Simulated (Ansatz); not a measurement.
C2H7AlFN can be A, `C[NH][Al]([CH3])[F]`, or B, `C[N](C)[AlH][F]`.

Calculated with Ansatz (gas phase, PBE0-D4/def2-TZVP geometries, no zero-point term in ΔE). CCSD(T)/CBS is the MP2 limit (def2-TZVPP, def2-QZVPP) plus CCSD(T) − MP2 in def2-TZVPP, frozen cores. Functionals use def2-TZVPP. B3LYP here is the variant with VWN-RPA as its local correlation; programs differ in this. One conformer a species, not always the lowest.

Which isomer does CCSD(T)/CBS put lower? Give the gap. (An estimate is asked.)

Ansatz gave: A, by 74.2 kJ/mol.

Give E(B) − E(A) in kJ/mol with PBE0-D4, ωB97M-V, MP2/def2-TZVPP, B3LYP, CCSD/def2-TZVPP, BLYP-D4, B3LYP-D4. (Best estimate.)

Ansatz gave: PBE0-D4 72.9, ωB97M-V 74.4, MP2/def2-TZVPP 72.7, B3LYP 74.6, CCSD/def2-TZVPP 71.6, BLYP-D4 69.5, B3LYP-D4 71.4. None reverses the order clearly.

Does the order hold for the free energy at 298.15 K (harmonic terms from PBE0-D4)? (Best estimate.)

The calculation gave: Yes: G(B) − G(A) = +76.9 kJ/mol, for one conformer each. Modes under 60 cm⁻¹, often nearly free rotors, make the harmonic entropy too high.

Largest T1 diagnostic: 0.012.

At CCSD(T), def2-SVP lies −17.9 kJ/mol from the extrapolated value and def2-TZVPP −3.3 kJ/mol. The D4 term adds −3.2 kJ/mol with B3LYP and −1.5 kJ/mol with PBE0; it sums over pairs of atoms, weighted by their polarisabilities, and B3LYP, whose exchange is more repulsive, gets the larger term.
